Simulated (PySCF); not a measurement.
O⁺ (oxygen, charge +1) across methods

[He] 2s2 2p3, high-spin 4S determinant. All numbers are calculated (PySCF 2.14, the non-relativistic Hamiltonian (point nucleus), in def2-TZVPPD (6s4p3d1f, 40 functions)). The B2PLYP total includes its PT2 part (frozen core); its orbital energies are those of the SCF part.

| method | E (hartree) | mean ε 2s α (eV) | mean ε 2s β (eV) | mean ε 2p α (eV) | Σ⟨r²⟩ (bohr²) | ⟨S²⟩ |
| --- | --- | --- | --- | --- | --- | --- |
| HSE06 | -74.5176 | -44.935 | -37.161 | -28.553 | 7.428 | 3.752 |
| PBE0 | -74.5107 | -45.383 | -37.592 | -28.980 | 7.425 | 3.752 |
| LDA | -74.0125 | -41.150 | -35.560 | -26.435 | 7.514 | 3.752 |
| B2PLYP | -74.5472 | -49.289 | -39.461 | -31.584 | 7.399 | 3.753 |
| r2SCAN | -74.5559 | -43.509 | -35.699 | -27.298 | 7.393 | 3.753 |
| UHF | -74.37405 | -56.355 | -41.672 | -36.213 | 7.342 | 3.755 |
| BLYP | -74.5667 | -41.192 | -35.834 | -26.170 | 7.494 | 3.752 |
| PW91 | -74.5452 | -41.572 | -35.683 | -26.478 | 7.481 | 3.752 |

**Question.** Estimate the same row for PBE.

**Answer.** E (hartree) = -74.4944; mean ε 2s α (eV) = -41.514; mean ε 2s β (eV) = -35.627; mean ε 2p α (eV) = -26.368; Σ⟨r²⟩ (bohr²) = 7.485; ⟨S²⟩ = 3.752.
